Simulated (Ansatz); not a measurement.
n-butyl acetate (C6H12O2), singlet, geometry from GFN2-xTB. Base run: B3LYP/STO-3G in Ansatz (an electronic-structure program).

The Ansatz input:
Ansatz 0.2 input:
```yaml
crystal:
  periodic: [false, false, false]
  atoms:
    - {symbol: C, position_ang: [-3.89440677, 0.59454652, -0.33914431]}
    - {symbol: C, position_ang: [-2.68001968, -0.31588928, -0.20491072]}
    - {symbol: C, position_ang: [-1.38482384, 0.48734588, -0.11951388]}
    - {symbol: C, position_ang: [-0.17218977, -0.42092200, 0.01524335]}
    - {symbol: O, position_ang: [1.00033746, 0.39177182, 0.08275542]}
    - {symbol: C, position_ang: [2.16802990, -0.25184192, 0.17766581]}
    - {symbol: C, position_ang: [3.31561892, 0.72248799, 0.23727749]}
    - {symbol: O, position_ang: [2.26799694, -1.44948390, 0.20894184]}
    - {symbol: H, position_ang: [-3.81830555, 1.20228703, -1.23782775]}
    - {symbol: H, position_ang: [-4.80696323, 0.00670346, -0.39843415]}
    - {symbol: H, position_ang: [-3.96943663, 1.25962206, 0.51805895]}
    - {symbol: H, position_ang: [-2.78316202, -0.93130463, 0.69123698]}
    - {symbol: H, position_ang: [-2.63196905, -0.98823606, -1.06403610]}
    - {symbol: H, position_ang: [-1.41976689, 1.15834622, 0.74057834]}
    - {symbol: H, position_ang: [-1.26798427, 1.09989802, -1.01525903]}
    - {symbol: H, position_ang: [-0.23298041, -1.03303909, 0.92249391]}
    - {symbol: H, position_ang: [-0.08587689, -1.09870449, -0.84185072]}
    - {symbol: H, position_ang: [3.18703026, 1.38072010, 1.09268432]}
    - {symbol: H, position_ang: [3.31828247, 1.33210993, -0.66271262]}
    - {symbol: H, position_ang: [4.25120428, 0.17893113, 0.32178314]}
basis:
  gaussian:
    orbitals: STO-3G
hamiltonian:
  xc: b3lyp
```

Variants of this job, named by their change:

```tsv
change	ΔE vs base (µEh)
base	0.0
point_charge = charge:-1.0 position_ang:0.9837, -4.1204, 6.2409	1011
final_grid = 6, 12, 29	-5.9
fitting.mean_field = def2-universal-JKFIT	(withheld)
accuracy = high	-6.0
lower_state_search = off	0.0
lower_state_search = full	0.0
fitting.mean_field = cc-pVTZ-JKFIT	(withheld)
final_grid = 4, 8, 17	-479
point_charge = charge:0.5 position_ang:-5.7573, -5.5071, 0.0252	367
lower_state_search = light	0.0
```

Task: What belongs in the gaps?

Result: 
- fitting.mean_field = def2-universal-JKFIT, ΔE vs base (µEh): -2345
- fitting.mean_field = cc-pVTZ-JKFIT, ΔE vs base (µEh): -353
